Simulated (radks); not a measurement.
The numbers below are computed, except where a source is named.
The rhodium ion Rh31+, 14 electrons, occupied as [Ne] 3s2 3p2. Level of theory: Dirac Kohn-Sham, exchange-only B88, spin-unpolarised, spherical densities, finite nucleus; open shells are shared between the two j in proportion to 2j + 1; Fermi nuclear charge, rms radius 4.4945 fm (a radial shooting solver on a logarithmic mesh with Libxc functionals).

Spin-orbit splittings of the eigenvalues, e(l+1/2) - e(l-1/2), with zeta = 2 splitting/(2l+1) and mean radii in bohr:

| shell | occ. | splitting (eV) | zeta (eV) | <r> j=l-1/2 | <r> j=l+1/2 |
|---|---|---|---|---|---|
| 2p | 6 | 148.8 | 99.23 | 0.1184 | 0.1231 |
| 3p | 2 | 35.99 | 23.99 | 0.3278 | 0.3349 |
